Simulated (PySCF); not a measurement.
CdFBr, SMILES [F][Cd][Br].

The structure is a stationary point at B3LYP-D3(BJ)/def2-TZVP. The def2 effective core potentials stand for the cores of Cd; spin–orbit coupling is left out.

All values below come from C-PCM-M06-2X/def2-SVP run with PySCF.

The values are the electrostatic part of the solvation free energy, E(continuum) − E(gas) at the gas-phase geometry, in a cavity of scaled van der Waals radii (PySCF's table); cavitation and dispersion terms are not included. A continuum can't describe solvent molecules that bind to the metal. In vacuum the orbital gap is 8.16 eV. The dipole moment in vacuum is 0.54 D.

| solvent | ε | ΔG(elec) (kcal/mol) | dipole (D) | gap (eV) |
|---|---|---|---|---|
| water | 78.36 | -21.7 | 0.21 | 8.82 |
| acetonitrile | 35.69 | -21.3 | 0.19 | 8.81 |
| n-hexane | 1.88 | -9.3 | 0.26 | 8.43 |
